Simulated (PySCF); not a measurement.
Open-shell species derived from `Fc1cccc(F)c1`. All by UKS B3LYP (pcH-1 on C F H) in PySCF, non-relativistic with spin–orbit coupling as a perturbation, on GFN2-xTB geometries; isolated species, one conformer each; SCF stability not tested; anions may not bind their extra electron in the gas phase. Couplings are magnitudes for isotopes of over 50 % abundance, averaged over nuclei equivalent by connectivity (but not across a short bond from an atom whose three angles sum to over 350°); populations are Mulliken's. The geometries weren't refined by DFT: couplings that depend on bond lengths, twists or pyramidal angles can differ widely from those at the functional's own minimum, by a factor of two or more for some ions and for spin on atoms past the first row.

```csv
species,change,⟨S²⟩,g1,g2,g3,largest spin population on,largest couplings
FC1=CC(F)=CC[CH]1,H added to aryl C,0.784,2.0022,2.0025,2.0025,carbon bonded to 2 C and H (0.54),"2 × 1H 161 MHz, 1 × 1H 36 MHz, 2 × 1H 28 MHz, 2 × 19F 26 MHz"
F[C]1C=CC=C(F)C1,H added to aryl C,0.785,2.0021,2.0039,2.0043,carbon bonded to 2 C and H (0.56),"2 × 1H 145 MHz, 2 × 19F 53 MHz, 1 × 1H 38 MHz, 2 × 1H 10 MHz"
FC1=C[CH][CH-]C(F)=C1 (charge -1 and doublet state),electron added,0.758,2.0021,2.0030,2.0035,carbon bonded to 2 C and H (0.52),"1 × 1H 35 MHz, 1 × 1H 27 MHz, 2 × 19F 5 MHz, 2 × 1H 5 MHz"
```

Question: Predict the same entries for `FC1=C[CH][CH+]C(F)=C1` [radical] (charge +1) (electron removed).

Answer: ⟨S²⟩: 0.765; g1: 2.0021; g2: 2.0042; g3: 2.0049; largest spin population on: carbon bonded to 2 C and H (0.40); largest couplings: 2 × 19F 59 MHz, 2 × 1H 27 MHz, 1 × 1H 6 MHz, 1 × 1H 3 MHz. The Mulliken spin populations are largest on C3 (+0.40), C5 (+0.40), C6 (+0.18) and C2 (+0.18). Four atoms exceed +0.15. (Numbering: [F:1][C:2]1=[CH:3][CH:4][CH+:5][C:6]([F:7])=[CH:8]1 (hydrogens: H9 on C3; H10 on C4; H11 on C5; H12 on C8).)

Question: Which has the highest and which the lowest g_iso, and which the widest g anisotropy?

Answer: Highest: FC1=C[CH][CH+]C(F)=C1 (charge +1 and doublet state) (2.0037, largest spin population on carbon bonded to 2 C and H). Lowest: FC1=CC(F)=CC[CH]1 (2.0024, largest spin population on carbon bonded to 2 C and H). Widest: FC1=C[CH][CH+]C(F)=C1 (charge +1 and doublet state), g3 − g1 = 0.0028, which alone would spread the powder pattern at 94 GHz over 4.7 mT.

Question: How many first-order lines does each doublet give under fast tumbling, over what width, and where is its centre at 9.5 GHz?

Answer: 
| species | lines | width (mT) | centre (mT) |
| --- | --- | --- | --- |
| FC1=C[CH][CH+]C(F)=C1 (charge +1 and doublet state) | 36 | 6.5 | 338.75 |
| FC1=CC(F)=CC[CH]1 | 54 | 16.6 | 338.97 |
| F[C]1C=CC=C(F)C1 | 54 | 16.2 | 338.80 |
| FC1=C[CH][CH-]C(F)=C1 (charge -1 and doublet state) | 36 | 2.9 | 338.89 |

Splittings under 0.05 mT aren't counted.

Means can hide wide spreads in the frozen geometry: FC1=C[CH][CH-]C(F)=C1 (charge -1 and doublet state), 2 × 19F from -6 to 15 MHz (mean 5); FC1=C[CH][CH-]C(F)=C1 (charge -1 and doublet state), 2 × 1H from -10 to 0 MHz (mean -5). The drawing needn't show where the spin sits: the atom drawn as the radical centre holds a spin population of -0.16 in FC1=C[CH][CH+]C(F)=C1 (charge +1 and doublet state), 0.43 in FC1=CC(F)=CC[CH]1, 0.38 in F[C]1C=CC=C(F)C1 and 0.52 in FC1=C[CH][CH-]C(F)=C1 (charge -1 and doublet state).
